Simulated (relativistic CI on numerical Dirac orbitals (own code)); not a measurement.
**Hyperfine structure of Tm¹⁸⁺, mass number 171**

Method of calculation: Dirac-Coulomb-Breit CI, KLI orbitals optimised for each configuration, QED by a radiative potential, unscaled Slater integrals (own radial code, finite nucleus).

Configuration list (outside the closed core [Ar] 3d10 4p6 4d10): 4s²4f⁵, 4s²4f⁴5s, 4s²4f³5s², 4s²4f⁴5p, 4s²4f³5s5p, 4s²4f³5p², 4s²4f⁴6s, 4s4f⁶. Levels of other configurations are missing.

Nuclear spin I = 1/2, μ = -0.23 μN (tables of Stone and Pyykkö). The electronic factors are computed for point nuclear moments, without core polarisation or the Bohr-Weisskopf and QED corrections.

```json
{"Level": "4s²4f⁵ ⁶H°5/2", "E (cm⁻¹)": "0.0", "A (MHz)": "-1257"}
{"Level": "4s²4f⁵ ⁶H°7/2", "E (cm⁻¹)": "4146.5", "A (MHz)": "-875.9"}
{"Level": "4s²4f⁵ ⁶H°9/2", "E (cm⁻¹)": "8569.7", "A (MHz)": "-715.7"}
{"Level": "4s²4f⁵ ⁶H°11/2", "E (cm⁻¹)": "13014.4", "A (MHz)": "-646.1"}
{"Level": "4s²4f⁵ ⁶F°1/2", "E (cm⁻¹)": "16562.0", "A (MHz)": "-2521"}
{"Level": "4s²4f⁵ ⁶F°3/2", "E (cm⁻¹)": "16857.5", "A (MHz)": "-929.4"}
{"Level": "4s²4f⁵ ⁶H°13/2", "E (cm⁻¹)": "17344.0", "A (MHz)": "-619.6"}
{"Level": "4s²4f⁵ ⁶F°5/2", "E (cm⁻¹)": "17978.2", "A (MHz)": "-675.8"}
```

Levels with J = 0, under 50 % of one LS term, or S terms without an open s electron are left out. Small factors come from cancelling terms and can be off by tens of per cent or more.

At this charge energies of transitions that change n are usually good to better than 1 %, and those within a shell (Δn = 0) to a few per cent. Terms inside the open d or f shell come out 10 to 20 % too wide with unscaled integrals.

Problem. Give the hyperfine levels of 4s²4f⁵ ⁶H°5/2 relative to its centre of gravity.

Solution. With K = F(F + 1) − I(I + 1) − J(J + 1), E = AK/2: F = 2: 2201, F = 3: -1572 MHz.

LS names give the leading component of a level, which can be under half, so a name can repeat, a term be missing and a line seem to break the LS rules.
